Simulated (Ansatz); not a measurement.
A run for Ansatz (a first-principles code): R-PBE/def2-TZVPPD on HCl (SMILES Cl) with ghost functions, monomers drawn apart or pushed together. Files ending in .json are basis or fitting sets from the Basis Set Exchange.

Ansatz 0.2 input:
```yaml
crystal:
  periodic: [false, false, false]
  atoms:
    - {symbol: Cl, position_ang: [0.97051337, 1.14427676, 0.16513436]}
    - {symbol: H, position_ang: [0.76777779, 0.40121633, 1.31594875]}
basis:
  gaussian:
    orbitals: def2-TZVPPD.json
    ghost_atoms:
      - {symbol: C, position_ang: [-1.29515153, -0.29590092, 4.21805416]}
      - {symbol: N, position_ang: [-0.03520782, -0.85874961, 3.71397185]}
      - {symbol: H, position_ang: [-2.06311801, -0.41807731, 3.45552335]}
      - {symbol: H, position_ang: [-1.16006262, 0.77200956, 4.38378560]}
      - {symbol: H, position_ang: [-1.63836284, -0.75958848, 5.14645006]}
      - {symbol: H, position_ang: [-0.12056730, -1.84912861, 3.51528685]}
      - {symbol: H, position_ang: [0.72033806, -0.74070027, 4.37942707]}
hamiltonian:
  xc: {name: PBE}
scf: {lower_state_search: off}
```

The head of its log:

```
WARN ansatz: RAYON_NUM_THREADS=1 ignored (pool sized by the plan → 1); use --threads N
Functional definition: PBE
these checks for a lower state are left out or cut short: stability, starts, cluster_reference, orbital_swaps, neighbouring_geometries, increment
integrals: 0.11 GiB planned
976 factors; their error is unknown
mean field: 0.90 GiB planned
mean field evaluation 1: about -12533.9495 eV, gradient 1.1e1 eV
mean field evaluation 2: about -12533.8305 eV, gradient 1.4e1 eV
```

**Question.** What total energy does the run end on?

**Answer.** -460.6249 hartree.
